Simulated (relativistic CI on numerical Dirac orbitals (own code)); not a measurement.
Computed by Dirac-Coulomb-Breit CI, KLI orbitals optimised for each configuration, QED by a radiative potential, unscaled Slater integrals (own radial code, finite nucleus).

The strongest absorption lines from the ground level of an ion, among the configurations computed and to levels below about 109 eV (vacuum wavelength in Å, gf): 127.80 (0.37), 130.63 (0.16), 131.64 (0.59), 196.63 (0.22), 199.88 (6), 201.48 (0.48), 202.91 (3.4), 212.54 (1.4).

Question: Which ion is it?
A. Ti5+
B. Cr9+
C. Fe9+
D. Cr7+

Answer: D. Cr7+ has 17 electrons and the ground level 3s²3p⁵ ²P°3/2; the strongest line goes to 3s²3p⁴3d ²D5/2. The pattern of lines fixes the number of electrons, and along that sequence the line energies rise steadily with the charge (about as its square where n changes within one kind of shell, about linearly where n is kept but much faster in heavy ions where fine structure, which grows about as Z⁴, sets the gap, and irregularly where shells cross), which fixes Z. Configurations outside the model, such as inner-shell arrays, can give stronger lines. At this charge configurations can still be misplaced by up to about 7 % of their energy. 13 of the 14 excited levels that our extract of the measured tables holds in this range could be paired (the sources list more); they are missed by 41814 cm⁻¹ on average and 125102 at most, and levels without a partner can miss by more.

LS names give the leading component of a level, which can be under half, so a name can repeat, a term be missing and a line seem to break the LS rules.
